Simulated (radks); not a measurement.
Values are calculated unless marked as measured or tabulated.
The silicon ion Si+ inside a hard spherical wall (all orbitals vanish at R), configuration held at [Ne] 3s2 3p1 and not refilled when levels cross. Level of theory: scalar-relativistic Kohn-Sham, LDA (Slater exchange, Perdew-Wang correlation), spin-unpolarised, spherical densities, finite nucleus; Fermi nuclear charge, rms radius 3.1224 fm (a radial shooting solver on a logarithmic mesh with Libxc functionals). Eigenvalues in eV, with the zero of energy where the potential of the charges vanishes at infinity; a dash marks a level that is unbound or too diffuse for the functional's potential to be trusted. A positive occupied level is held by the wall or, in an anion where self-interaction has pushed it up, behind a barrier. The pressure on the wall is -dE/dV.

| R (bohr) | E (hartree) | kinetic (hartree) | e(2s) | e(2p) | e(3s) | e(3p) | e(4s, empty) | e(3d, empty) | pressure (GPa) |
|---|---|---|---|---|---|---|---|---|---|
| free | -288.53391 | 288.982 | -148.25 | -105.13 | -19.103 | -11.747 | -4.417 | -3.646 | 0 |
| 15 | -288.53391 | 288.982 | -148.25 | -105.13 | -19.103 | -11.747 | -4.413 | -3.644 | < 0.0001 |
| 6 | -288.52756 | 289.036 | -147.92 | -104.80 | -18.885 | -11.443 | -0.136 | -2.241 | 0.660 |
| 4 | -288.37883 | 289.816 | -144.70 | -101.55 | -16.256 | -7.867 | 19.129 | 3.836 | 36.4 |
| 3.5 | -288.18648 | 290.600 | -142.16 | -98.999 | -13.593 | -4.471 | 33.552 | 8.251 | 108 |
| 3 | -287.74304 | 292.143 | -138.07 | -94.858 | -8.114 | 2.151 | 59.049 | 15.800 | 344 |
| 2.5 | -286.66804 | 295.372 | -131.43 | -88.107 | 4.050 | 15.928 | 107.38 | 29.430 | 1240 |
| 2 | -283.78628 | 303.079 | -119.93 | -76.204 | 34.550 | 47.872 | 209.24 | 56.415 | 5520 |
